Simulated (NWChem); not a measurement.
# TiO2; SMILES [O]=[Ti]=[O]

```xyz
3

Ti     0.0000     0.0000     0.3963
O      1.3256     0.0000    -0.5271
O     -1.3256     0.0000    -0.5271
```
Atoms are numbered in this order, from 1.

Program: NWChem. STO-3G and 3-21G are far too small for this property and stand as cheap habits. Structure relaxed at the PBE0/def2-SVP level. GIAO values for the isolated, static molecule; σ is the absolute isotropic shielding, δ = σ(reference) − σ with the isolated reference molecule computed at the same levels (17O: water).

For level LDA (Slater exchange, VWN5)/pcSseg-1:

* **σ Ti1 (ppm)**: -295.3
* **δ O2 (ppm)**: 1207.6

Task: Estimate the same quantities for level Hartree-Fock/STO-3G.

Result: 
- σ Ti1 (ppm) = 1235.3
- δ O2 (ppm) = 469.9
